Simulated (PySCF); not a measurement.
C₃H₈Ge.
Numbering: `[CH2:1]=[C:2]([CH3:3])[GeH3:4]`

The computed photoelectron lines, unassigned: C 1s: 290.05 (area 1), 290.29 (area 1), 290.83 (area 1) eV.

Level of theory: delta-SCF UKS SCAN, pcX-2 on the ionised atom, pcseg-1 elsewhere, spin-free X2C (PySCF). Isolated species at its PBE0-D3(BJ)/def2-SVP geometry, gas phase.

Q: Assign the C 1s lines to atoms.

A: 290.05 eV: C1 (terminal =CH2 carbon); 290.29 eV: C2 (fully substituted alkene carbon); 290.83 eV: C3 (allylic carbon). The listed C 1s values span 0.78 eV, from C1 (bonded to C (double bond) and 2 H) to C3 (bonded to C and 3 H). The widest gap between neighbouring values is 0.54 eV, between 290.29 and 290.83 eV.

Bonded neighbours of each site: C1: C (double bond) and 2 H; C2: C (double bond), C and Ge; C3: C and 3 H.

Q: What is the longest wavelength that can ionise C 1s of C1 vertically?

A: λ = hc/E = 12398.42 eV Å / 290.05 eV = 42.746 Å.

Spin contamination (⟨S²⟩ against 0.75 for a pure doublet) is marked for C 1s of C2 (0.85), which makes this value less certain. No level of germanium is listed.
